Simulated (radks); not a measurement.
Problem. The table gives one normalised radial function P(r) = r R(r) of O in [He] 2s2 2p4 (r in bohr). Method: scalar-relativistic Kohn-Sham, PBE, spin-polarised, spherical densities, finite nucleus; open shells are filled with parallel spins first; Fermi nuclear charge, rms radius 2.6991 fm; hard spherical wall at 3 bohr; computed with a radial shooting solver on a logarithmic mesh with Libxc functionals.

r	P
0.01127	0.1053
0.01251	0.1157
0.01377	0.1260
0.01516	0.1371
0.01668	0.1490
0.01851	0.1628
0.02038	0.1765
0.02243	0.1909
0.02469	0.2062
0.0274	0.2237
0.03016	0.2406
0.03319	0.2581
0.03654	0.2761
0.04054	0.2961
0.04463	0.3147
0.04913	0.3331
0.05407	0.3512
0.05952	0.3684
0.06605	0.3857
0.0727	0.3998
0.08003	0.4114
0.08809	0.4200
0.09775	0.4248
0.1076	0.4244
0.1184	0.4184
0.1304	0.4059
0.1447	0.3839
0.1592	0.3550
0.1753	0.3170
0.1929	0.2692
0.2141	0.2061
0.2357	0.1372
0.2594	0.0584
0.2855	-0.0298
0.3168	-0.1344
0.3488	-0.2377
0.3839	-0.3450
0.4226	-0.4538
0.4652	-0.5610
0.5161	-0.6712
0.5681	-0.7635
0.6254	-0.8427
0.6884	-0.9056
0.7638	-0.9520
0.8408	-0.9728
0.9255	-0.9717
1.019	-0.9488
1.13	-0.9012
1.244	-0.8388
1.37	-0.7618
1.508	-0.6740
1.673	-0.5709
1.842	-0.4725
2.027	-0.3743
2.231	-0.2790
2.476	-0.1799
2.725	-0.0908
3	0.0000

Which n and l does it have? It may be an empty orbital.

Solution. n = 2, l = 0: the number of nodes gives n - l - 1 = 1, the rise at small r (about r^(l+1)) gives l, and the extent must fit the shell. The curve is that of 2s up; the table hardly tells the two spins apart. 2s up: eigenvalue -20.401 eV, 1 radial node at r = 0.277 bohr, <r> = 1.10 bohr, 90 % of the charge inside 1.74 bohr.
